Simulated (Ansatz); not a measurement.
Steps of a relaxation of `[CH3][Mo](=[O])(=[O])[Cl]` with RKS PBE0-D4/def2-TZVP.

```sh
$ ansatz run in.yaml --threads 2 --pin off --events-out ev --progress --plain --max-ram 32768MiB --backend cpu
```

```yaml
crystal:
  periodic: [false, false, false]
  atoms:
    - {symbol: C, position_ang: [-0.978216, -0.160887, 0.505966]}
    - {symbol: Mo, position_ang: [0.900200, 0.051675, -0.406884]}
    - {symbol: O, position_ang: [2.007739, 0.181380, 0.865096]}
    - {symbol: O, position_ang: [1.179709, -1.411239, -1.208435]}
    - {symbol: Cl, position_ang: [0.914261, 1.857627, -1.799736]}
    - {symbol: H, position_ang: [-1.742240, -0.299771, -0.287946]}
    - {symbol: H, position_ang: [-0.996427, -1.035722, 1.187343]}
    - {symbol: H, position_ang: [-1.192926, 0.759838, 1.088696]}
basis:
  gaussian: {orbitals: def2-TZVP}
hamiltonian: {xc: pbe0, dispersion: d4}
relax: {f_tol: 0.005, max_steps: 150}
```

Positions (Å) and forces (eV/Å) along the path, 5 of 5 steps:

```xyz
8
step=1 energy=-19555.1742 eV
C    -0.978   -0.161    0.506   -0.302   -0.035    0.152
Mo    0.900    0.052   -0.407    0.963   -0.731    0.186
O     2.008    0.181    0.865   -0.903   -0.069   -1.010
O     1.180   -1.411   -1.208   -0.251    1.174    0.613
Cl    0.914    1.858   -1.800   -0.017   -0.415    0.326
H    -1.742   -0.300   -0.288    0.371    0.073    0.372
H    -0.996   -1.036    1.187    0.030    0.435   -0.350
H    -1.193    0.760    1.089    0.109   -0.432   -0.288
8
step=2 energy=-19555.2255 eV
C    -0.970   -0.157    0.500   -0.226   -0.019    0.106
Mo    0.896    0.047   -0.402    0.115   -0.142    0.066
O     1.988    0.183    0.854   -0.015   -0.014   -0.041
O     1.169   -1.394   -1.200    0.012    0.034    0.024
Cl    0.898    1.826   -1.769    0.002    0.131   -0.101
H    -1.725   -0.294   -0.287    0.101    0.019    0.117
H    -0.983   -1.023    1.172   -0.010    0.123   -0.091
H    -1.181    0.755    1.076    0.023   -0.132   -0.080
8
step=3 energy=-19555.2279 eV
C    -0.975   -0.158    0.502   -0.035   -0.013    0.025
Mo    0.898    0.045   -0.401    0.036    0.005   -0.018
O     1.995    0.182    0.850   -0.017   -0.017   -0.012
O     1.176   -1.393   -1.201   -0.002    0.011    0.024
Cl    0.901    1.830   -1.773   -0.002    0.012   -0.009
H    -1.726   -0.293   -0.281    0.009    0.002   -0.002
H    -0.993   -1.020    1.173    0.003    0.002   -0.003
H    -1.185    0.750    1.075    0.008   -0.001   -0.005
8
step=4 energy=-19555.2279 eV
C    -0.974   -0.159    0.503    0.001    0.003   -0.002
Mo    0.899    0.048   -0.403   -0.020   -0.021    0.024
O     1.991    0.179    0.852    0.006    0.005   -0.010
O     1.173   -1.395   -1.197    0.008    0.008   -0.006
Cl    0.901    1.834   -1.777    0.004   -0.001    0.000
H    -1.724   -0.294   -0.281   -0.006    0.001   -0.010
H    -0.991   -1.020    1.173    0.008   -0.005    0.001
H    -1.183    0.749    1.075   -0.001    0.011    0.004
8
step=5 energy=-19555.2280 eV
C    -0.975   -0.159    0.503   -0.004   -0.002    0.003
Mo    0.898    0.047   -0.402   -0.001    0.000    0.000
O     1.993    0.180    0.850    0.000   -0.002   -0.003
O     1.175   -1.394   -1.199    0.002    0.002    0.002
Cl    0.901    1.833   -1.776    0.000   -0.001    0.000
H    -1.725   -0.294   -0.281    0.000    0.001   -0.003
H    -0.992   -1.020    1.173    0.002   -0.002    0.000
H    -1.184    0.750    1.075    0.001    0.003    0.000
```

Run time 65 s (2 threads of a server CPU on a shared host); peak host memory 0.53 GiB.
